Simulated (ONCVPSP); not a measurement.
# Before and after: ONCV potential for W

W (Z = 74), optimised norm-conserving Vanderbilt (ONCV), made with ONCVPSP 4.0.1 (PBE, fully relativistic). Core [Kr] 4d10 4f14, reference 5s2 5p6 5d4 6s2. Waves: 5s+6s: rc 1.75 bohr, ncon 4, nbas 9, qcut 6.8 1/bohr, 2 projectors; 5p: rc 1.55 bohr, ncon 3, nbas 7, qcut 10.1 1/bohr, 2 projectors, debl 0.9 Ha; 5d: rc 2.50 bohr, ncon 4, nbas 9, qcut 6.2 1/bohr, 2 projectors, debl 2.7 Ha. Local part: polynomial inside 1.25 bohr (lpopt 5, dvloc0 0 Ha). Core correction: Teter function fitted to the true core (icmod 2), fcfact 0.25.

Open shells are filled in proportion to 2j + 1.

In the p channel the program set the typed energies aside and used -1.487, 0.250 Ha (j = l + 1/2; the other j can differ).

Change: p: qcut 6.1.

Cutoffs: the cutoffs (Ha) at which the residual kinetic energy of the hardest occupied pseudo-wave falls to 1 and 0.1 mHa per electron; they do not see the model core or the augmentation charge, which bear on the density cutoff. Errors are all-electron minus pseudo energies relative to the spin-unpolarised reference configuration.

Q: Predict the effect on cutoff, ghosts and configuration errors.

A: The potential gets neither clearly harder nor softer (32 Ha and 38 Ha → 17 Ha and 45 Ha); the s channel sets the loose cutoff, while the largest relative change is in p, which becomes softer; of the 4 tests that both files solve, the error grows in 2 and shrinks in 0 by more than 15 % and 0.3 meV (median size 0.7 → 0.9 meV); the range in which the p3/2 phases agree narrows (upper end at the end of the scan → 3.9); the range in which the p1/2 phases agree narrows (upper end at the end of the scan → 3.5); neither file shows a bound ghost.

| quantity | base | changed |
| --- | --- | --- |
| cutoff, loose | 32 Ha | 17 Ha |
| cutoff, tight | 38 Ha | 45 Ha |
| loose cutoff by channel | s 17 Ha, p 32 Ha, d 13 Ha | s 17 Ha, p 13 Ha, d 13 Ha |
| bound ghosts | none | none |
| GHOST(+) flags under 300 eV | d5/2 at 84.2 eV, s at 137.4 eV | d5/2 at 84.2 eV, s at 137.4 eV |
| error for 5s2 5p6 5d4 6s1, meV [ΔE 8.89 eV] | +0.1 | +0.1 |
| error for 5s2 5p6 5d4 6s0, meV [ΔE 24.57 eV] | +1.0 | +1.3 |
| error for 5s2 5p6 5d3 6s0, meV [ΔE 49.94 eV] | +3.6 | +5.1 |
| error for 5s2 5p6 5d3 6s2, meV [ΔE 8.83 eV] | -0.3 | -0.6 |
| s: phases at 1.77 bohr within 0.05 rad from the reference energy up to (Ha; the scan ends near 5) | 4.6 | 4.6 |
| p3/2: phases at 1.57 bohr within 0.05 rad from the reference energy up to (Ha; the scan ends near 5) | to the end of the scan | 3.9 |
| p1/2: phases at 1.57 bohr within 0.05 rad from the reference energy up to (Ha; the scan ends near 5) | to the end of the scan | 3.5 |
| d5/2: phases at 2.54 bohr within 0.05 rad from the reference energy up to (Ha; the scan ends near 5) | 3.1 | 3.1 |
| d3/2: phases at 2.54 bohr within 0.05 rad from the reference energy up to (Ha; the scan ends near 5) | to the end of the scan | to the end of the scan |
| rms error of d²Exc/dni dnj with the model core, mHa | 3.49 | 3.52 |
